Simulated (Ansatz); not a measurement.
Job for Ansatz (a program for electronic structure): R-CCSDT(Q)/cc-pV(T+d)Z on OSi (SMILES O=[Si]), 2S+1 = 1, a spin state set in the input, which need not be the lowest. Files ending in .json are basis or fitting sets from the Basis Set Exchange.

Ansatz 0.2 input:
```yaml
crystal:
  periodic: [false, false, false]
  atoms:
    - {symbol: O, position_ang: [-0.00000000, -0.00000000, -0.96290494]}
    - {symbol: Si, position_ang: [0.00000000, 0.00000000, 0.55023140]}
basis:
  gaussian:
    orbitals: cc-pV_T+d_Z.json
magnetization: {spin_polarized: false}
correlation: {method: ccsdt_q, electrons: outside_noble_gas}
scf: {omitted_lower_state_checks: [cluster_reference]}
```

It printed:

```
WARN ansatz: RAYON_NUM_THREADS=1 ignored (pool sized by the plan → 1); use --threads N
Functional definition: HF
these checks for a lower state are left out or cut short: cluster_reference
integrals: 0.06 GiB planned
819 factors; integrals over basis functions are off by at most 2.1e-7 eV
mean field: 0.11 GiB planned
mean field evaluation 1: about -9895.8898 eV, gradient 4.9e1 eV
mean field evaluation 2: about -9895.8918 eV, gradient 4.9e1 eV
mean field evaluation 4: about -9900.6379 eV, gradient 2.6e0 eV
mean field evaluation 8: about -9900.6709 eV, gradient 1.0e-1 eV
mean field -9900.67095061 eV, -363.8429465191 hartree, gradient 8.5e-6 eV, S^2 0.000000; 0 other end points of the search recorded, 0 dependent functions left out
6 core orbitals not correlated
reference -9900.67095061 eV, -363.8429465191 hartree; 5, 5 occupied and 58, 58 virtual orbitals, 819 factors
second order -9.15776294 eV of doubles, -0.00000000 eV of singles
coupled cluster: 0.54 GiB planned
cycle   1  -8.72809048 eV  change    4.3e-1 eV  update   1.4e-1
cycle   2  -9.30300969 eV  change   -5.7e-1 eV  update   1.1e-1
cycle   3  -9.73073346 eV  change   -4.3e-1 eV  update   3.6e-2
cycle   4  -9.71861720 eV  change    1.2e-2 eV  update   1.6e-2
cycle   5  -9.68007463 eV  change    3.9e-2 eV  update   7.7e-3
cycle   6  -9.68468511 eV  change   -4.6e-3 eV  update   4.0e-3
cycle   7  -9.69432511 eV  change   -9.6e-3 eV  update   9.3e-4
cycle   8  -9.69416277 eV  change    1.6e-4 eV  update   4.4e-4
cycle   9  -9.69349789 eV  change    6.6e-4 eV  update   2.0e-4
cycle  10  -9.69363162 eV  change   -1.3e-4 eV  update   9.7e-5
cycle  11  -9.69342419 eV  change    2.1e-4 eV  update   3.5e-5
cycle  12  -9.69337389 eV  change    5.0e-5 eV  update   1.6e-5
cycle  13  -9.69337938 eV  change   -5.5e-6 eV  update   6.8e-6
cycle  14  -9.69337907 eV  change    3.2e-7 eV  update   3.4e-6
cycle  15  -9.69337742 eV  change    1.7e-6 eV  update   1.3e-6
cycle  16  -9.69337692 eV  change    4.9e-7 eV  update   9.6e-7
coupled cluster: 0.55 GiB planned
perturbative correction -0.04633968 eV, -0.0017029517 hartree
Total energy: -9910.41066721 eV, -364.2008745023 hartree
Checks for a lower state left out: cluster_reference
```

The run converged.

Cost: roughly 27 core-seconds.
